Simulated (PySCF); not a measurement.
S8.

```xyz
8

S      0.0835    -1.8418     1.7006
S     -1.0340    -1.5941     0.0000
S      0.0835    -1.8418    -1.7006
S      0.9722     0.0557    -2.0626
S     -0.5624     1.3894    -1.7147
S      0.0476     2.3876     0.0000
S     -0.5624     1.3894     1.7147
S      0.9722     0.0557     2.0626
```
Charge 0, spin multiplicity 1.

Geometry optimised at PBE0-D3(BJ)/def2-SVP.

All values below come from PBE0/pcSseg-1 run with PySCF. Non-relativistic, no solvent.

Computed absolute GIAO shielding of each atom: isotropic value and principal components (ppm):
```tsv
atom	σ(iso)	σ11	σ22	σ33	span
S1	226.8	5.0	240.9	434.5	429.5
S2	298.2	34.9	329.3	530.5	495.6
S3	226.8	5.0	240.9	434.5	429.5
S4	175.9	-23.3	219.7	331.3	354.6
S5	176.0	-75.7	206.6	397.0	472.7
S6	156.3	72.9	115.3	280.7	207.8
S7	176.0	-75.7	206.6	397.0	472.7
S8	175.9	-23.3	219.7	331.3	354.6
```
